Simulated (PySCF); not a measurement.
# Computed vibrations of [Gd(NH3)3]3+

[Gd(NH3)3]3+ (singlet in the valence; each metal's 4f electrons, 7 of them, lie in its core potential, out of spins and levels). PySCF 2.14.0, RKS PBE0, Gd lcecp-1-SVP with ECP53, N def2-SVP, H def2-SVP; non-relativistic Hamiltonian with scalar-relativistic core potentials where named; density fitting; no spin-orbit coupling. Central differences of gradients.

```xyz
13

Gd    0.0000    0.0000   -0.1952
N     2.2979   -0.0008    0.5793
H     2.5124   -0.6164    1.3853
H     2.9961   -0.3021   -0.1269
H     2.6700    0.9162    0.8873
N    -1.1482    1.9904    0.5793
H    -0.7224    2.4840    1.3853
H    -1.2365    2.7458   -0.1269
H    -2.1285    1.8542    0.8873
N    -1.1496   -1.9896    0.5793
H    -1.7900   -1.8676    1.3853
H    -1.7597   -2.4437   -0.1269
H    -0.5415   -2.7704    0.8873
```

Run from Python with OMP_NUM_THREADS=2. Where DIIS fails, smearing, a level shift and second-order steps follow.
It took 2.3 min on 2 threads of Arm Neoverse V2, with other jobs on the host.

Q: What are the harmonic wavenumbers and infrared intensities?

A: Modes are labelled in C3; negative numbers are unstable modes, those under 60 cm⁻¹ near the noise; a finer grid moves soft modes by up to 10 cm⁻¹.
```json
{"cm⁻¹": "-33", "km/mol": "–", "symmetry": "e"}
{"cm⁻¹": "-33", "km/mol": "–", "symmetry": "e"}
{"cm⁻¹": "-26", "km/mol": "–", "symmetry": "a"}
{"cm⁻¹": "54", "km/mol": "11.3", "symmetry": "a"}
{"cm⁻¹": "77", "km/mol": "5.1", "symmetry": "e"}
{"cm⁻¹": "77", "km/mol": "5.1", "symmetry": "e"}
{"cm⁻¹": "360", "km/mol": "0.1", "symmetry": "a"}
{"cm⁻¹": "363", "km/mol": "8.1", "symmetry": "e"}
{"cm⁻¹": "363", "km/mol": "8.1", "symmetry": "e"}
{"cm⁻¹": "634", "km/mol": "0.4", "symmetry": "a"}
{"cm⁻¹": "651", "km/mol": "34.2", "symmetry": "e"}
{"cm⁻¹": "651", "km/mol": "34.2", "symmetry": "e"}
{"cm⁻¹": "681", "km/mol": "72.9", "symmetry": "e"}
{"cm⁻¹": "681", "km/mol": "72.9", "symmetry": "e"}
{"cm⁻¹": "682", "km/mol": "173.7", "symmetry": "a"}
{"cm⁻¹": "1414", "km/mol": "186.8", "symmetry": "e"}
{"cm⁻¹": "1414", "km/mol": "186.8", "symmetry": "e"}
{"cm⁻¹": "1420", "km/mol": "35.7", "symmetry": "a"}
{"cm⁻¹": "1604", "km/mol": "86.8", "symmetry": "a"}
{"cm⁻¹": "1606", "km/mol": "64.0", "symmetry": "e"}
{"cm⁻¹": "1606", "km/mol": "64.0", "symmetry": "e"}
{"cm⁻¹": "1608", "km/mol": "18.5", "symmetry": "e"}
{"cm⁻¹": "1608", "km/mol": "18.5", "symmetry": "e"}
{"cm⁻¹": "1610", "km/mol": "52.1", "symmetry": "a"}
{"cm⁻¹": "3346", "km/mol": "345.1", "symmetry": "e"}
{"cm⁻¹": "3346", "km/mol": "345.1", "symmetry": "e"}
{"cm⁻¹": "3356", "km/mol": "14.3", "symmetry": "a"}
{"cm⁻¹": "3416", "km/mol": "34.3", "symmetry": "e"}
{"cm⁻¹": "3416", "km/mol": "34.3", "symmetry": "e"}
{"cm⁻¹": "3417", "km/mol": "429.2", "symmetry": "a"}
{"cm⁻¹": "3424", "km/mol": "45.5", "symmetry": "a"}
{"cm⁻¹": "3427", "km/mol": "223.3", "symmetry": "e"}
{"cm⁻¹": "3427", "km/mol": "223.3", "symmetry": "e"}
```

Q: Is this a minimum?

A: Probably not: 3 unstable, though so soft as to be near the noise; the lowest moves the atoms so:
```
Gd   0.00  0.00  0.00
N    0.01  0.01 -0.02
H    0.04 -0.05 -0.08
H    0.01  0.10 -0.06
H   -0.02  0.00  0.05
N    0.01  0.00  0.01
H   -0.22 -0.25  0.29
H    0.40  0.18  0.15
H   -0.12  0.08 -0.40
N    0.00  0.00  0.01
H   -0.27  0.08 -0.21
H    0.28 -0.20 -0.09
H    0.00  0.13  0.35
```

An lcecp potential fixes the number of 4f electrons, so in runs with it no electron can move into or out of that shell.
